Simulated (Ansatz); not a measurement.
Gas-phase electronic energies from Ansatz, PBE0-D4/def2-TZVP geometries. CCSD(T)/CBS adds triple-zeta CCSD(T) − MP2 to the extrapolated MP2 energy (def2 sets, frozen cores). Functionals use def2-TZVPP. Each species was taken in one conformer, which may not be the lowest.

Reaction (formal exchange of groups at the Si–C bond): `O=C([SiH3])[SiH](O)Cl` + `O=CCS` → `O=CC[SiH](O)Cl` + `O=C([SiH3])S`

`O=C([SiH3])[SiH](O)Cl`:

Cartesian coordinates in Å:
```
O 0.139 -1.274 1.259
C -0.116 -0.351 0.506
Si -1.045 1.215 1.165
Si 0.585 -0.553 -1.283
O 1.301 -2.011 -1.304
Cl 1.899 1.009 -1.506
H -2.006 0.795 2.213
H -0.025 2.138 1.723
H -1.743 1.872 0.029
H -0.400 -0.451 -2.378
H 1.412 -2.389 -0.423
```

`O=CCS`:

```xyz
8

O     1.413   -0.877    0.487
C     0.887    0.192    0.360
C    -0.500    0.427   -0.163
S    -1.387   -1.067   -0.637
H     1.421    1.124    0.637
H    -1.046    0.973    0.614
H    -0.413    1.112   -1.014
H    -0.375   -1.883   -0.285
```

`O=CC[SiH](O)Cl`:

Z-matrix (Å, degrees):
```
C
C 1 1.493
Si 1 1.867 2 112.3
H 1 1.094 2 110.0 3 118.9
H 1 1.094 2 110.9 3 -119.1
O 2 1.201 1 124.1 3 -94.7
H 2 1.110 1 115.3 3 83.9
O 3 1.632 1 105.6 2 -176.0
Cl 3 2.058 1 109.3 2 -56.7
H 3 1.478 1 112.6 2 61.0
H 8 0.959 3 118.8 1 179.8
```

`O=C([SiH3])S`:

Cartesian coordinates in Å:
```
O 0.456 -0.815 1.564
C 0.350 -0.511 0.407
Si -0.740 0.979 -0.147
S 1.171 -1.384 -0.917
H -0.688 1.125 -1.623
H -2.123 0.700 0.307
H -0.201 2.186 0.523
H 1.775 -2.281 -0.114
```

**Question.** Is it downhill or uphill in electronic energy at CCSD(T)/CBS, and by how much? (Best estimate.)

**Answer.** The calculation gave: Downhill: ΔE = -0.90 eV.

**Question.** What do these levels give: ωB97X-V, PBE, MP2/def2-TZVPP, CCSD(T)/def2-TZVPP, HF/def2-QZVPP, HF/CBS(def2)? (An estimate is asked.)

**Answer.** The calculation gave: ωB97X-V -0.90, PBE -0.98, MP2/def2-TZVPP -0.99, CCSD(T)/def2-TZVPP -0.91, HF/def2-QZVPP -0.89, HF/CBS(def2) -0.89 eV.

Largest T1 diagnostic among the species: 0.017.
